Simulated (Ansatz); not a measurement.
Reaction (ligand exchange at a B–S bond): `CCB(C)S` + H–F → `CCB(C)F` + H₂S

Isolated molecules relaxed with PBE0-D4/def2-TZVP in Ansatz; ΔE leaves out vibrations. CBS: MP2 limit from def2 TZ/QZ plus the TZ coupled-cluster correction, frozen cores. This one scheme is used for every species. DFT in def2-TZVPP. B3LYP here is the variant with VWN-RPA as its local correlation; programs differ in this. Each species was taken in one conformer, which may not be the lowest.

```csv
level,ΔE (kcal/mol)
B3LYP-D4,-15.7
ωB97M-V,-16.0
BLYP,-18.7
BHLYP,-19.4
LC-ωPBE,-16.4
MP2/def2-TZVPP,-12.2
CCSD/def2-TZVPP,-15.8
SCS-MP2/def2-QZVPP,-14.0
```

Problem. What does CCSD(T)/CBS give? (Best estimate.)

Solution. The calculation gave: -13.3 kcal/mol. The listed levels differ from it by -2.4, -2.7, -5.4, -6.1, -3.1, 1.1, -2.5, -0.7 kcal/mol.

Problem. What do rigid-rotor, harmonic-oscillator terms from PBE0-D4/def2-TZVP frequencies (298.15 K, 1 bar) make of the CCSD(T)/CBS value? (Best estimate.)

Solution. Ansatz gave: ΔZPE = -1.3 kcal/mol, ΔH = -14.6 kcal/mol, ΔS = 26 J/(mol·K), ΔG = -16.4 kcal/mol. Modes under 50 cm⁻¹ make the entropy rough.

Largest T1 diagnostic among the species: 0.011.

In def2-TZVPP, CCSD(T) changes the Hartree–Fock value by +7.8 kcal/mol (the triples alone add +1.4 kcal/mol) and MP2 by +10.1 kcal/mol. The D4 term adds +2.8 kcal/mol with B3LYP and +1.5 kcal/mol with PBE0; it sums over pairs of atoms, weighted by their polarisabilities, and B3LYP, whose exchange is more repulsive, gets the larger term.

CCSD(T)/CBS has its own doubt, a few kJ/mol and more with outer-core shells, so smaller differences from it don't rank the levels.
